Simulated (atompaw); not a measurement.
# Cutoff test, Hg, PAW (atompaw)

atompaw 4.2.0.5 input, output lines left out:

```
Hg 80
GGA-PBE scalarrelativistic loggrid 2001 logderivrange -13 5 451
6 6 5 4 0 0
6 0 0
6 1 0
5 2 9
0 0 0
c
c
c
c
v
v
c
c
c
v
v
c
c
v
v
3
2.25 1.80 1.60 1.95
n
n
y
-2.6
n
y
-7.8
n
bloechl gaussian
4 1 troulliermartins
```

The pseudo-atom Hamiltonian at the reference potential is diagonalised in spherical Bessel functions j_l(qr) that vanish at 20 bohr, with q² up to the cutoff. All-electron valence levels (Ry): 5s -11.2032, 6s -2.5102, 5p -7.3903, 6p -1.7706, 5d -3.1221, 4f -9.5802.

**Question.** How do the lowest levels (Ry) of each channel move with the cutoff, and are there ghosts?

**Answer.**

```csv
cutoff (Ry),s #1,s #2,s #3,p #1,p #2,d #1,f #1,f #2,Σ f·Δε (mRy)
8,-4.0388,-1.9936,-0.8999,-2.2249,-0.9650,-1.5377,-8.8104,-0.6056,70357.4
15,-8.1108,-2.4167,-0.9935,-3.4332,-1.4967,-1.7891,-9.3945,-0.6316,44523.6
25,-10.6848,-2.4754,-1.0128,-6.1673,-1.7226,-2.3446,-9.4825,-0.6414,16739.3
40,-11.1759,-2.5056,-1.0318,-7.2530,-1.7626,-2.9588,-9.5265,-0.6533,3099.8
60,-11.1850,-2.5098,-1.0387,-7.3863,-1.7703,-3.1138,-9.5661,-0.6760,331.3
90,-11.2014,-2.5101,-1.0389,-7.3885,-1.7705,-3.1218,-9.5795,-0.6918,26.2
120,-11.2031,-2.5102,-1.0390,-7.3901,-1.7706,-3.1220,-9.5802,-0.6928,2.0
180,-11.2032,-2.5103,-1.0390,-7.3903,-1.7706,-3.1221,-9.5802,-0.6928,0.0
400,-11.2032,-2.5103,-1.0390,-7.3903,-1.7706,-3.1221,-9.5802,-0.6928,0.0
```

Result: no extra level below or beside the all-electron valence levels (s, p, d, f tested); 10 mRy is reached at 110 Ry and 1 mRy at 140 Ry.
